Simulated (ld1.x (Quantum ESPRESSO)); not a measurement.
## Ranking RRKJ potentials for rhodium

All share these settings but for the change named:

rhodium (Rh), norm-conserving RRKJ (Kleinman–Bylander form), made with ld1.x (Quantum ESPRESSO) 7.5 (LDA (PZ), scalar-relativistic). Core [Ar] 3d10, reference 4s2 4p6 4d7 5s0 5p0 (charge +2). Waves: 4s (bound): rc 1.05 bohr; 4p (bound): rc 0.95 bohr; 4d (bound): rc 1.30 bohr. Local part: all-electron potential smoothed inside 1.15 bohr (lloc = -2). Core correction: none. rho0 = 0.005.

Test errors are all-electron minus pseudo excitation energies from the reference, over 4s2 4p6 4d8 5s1 5p0; 4s2 4p6 4d8 5s0 5p0; 4s2 4p6 4d6 5s0 5p0; 4s2 4p5 4d8 5s1 5p0; 4s2 4p6 4d8 5s0 5p1; 4s2 4p6 4d5 5s0 5p0; 4s2 4p6 4d7 5s2 5p0. None of these files shows a bound ghost.

The base gives 23.6 meV.

Of 12 variants that were run, those that failed, showed a ghost or another fault, or gave nearly equal values are left out.

A variant can come out equal or close to the base, since the largest error may sit in a test that the change hardly touches while other tests move.

Question: Rank these variants by their largest absolute test error, smallest first.
A. wave 4d (bound): rc 1.30 bohr becomes 4d (bound): rc 1.74 bohr
B. wave 4s (bound): rc 1.05 bohr becomes 4s (bound): rc 1.48 bohr
C. wave 4d (bound): rc 1.30 bohr becomes 4d (bound): rc 1.44 bohr
D. type TM; local potential all-electron potential smoothed inside 0.90 bohr (lloc = -2); rho0 0
E. wave 4p (bound): rc 0.95 bohr becomes 4p (bound): rc 1.18 bohr

Answer: E (20.2 meV), C (26.5 meV), A (41.8 meV), B (93.6 meV), D (811.1 meV).
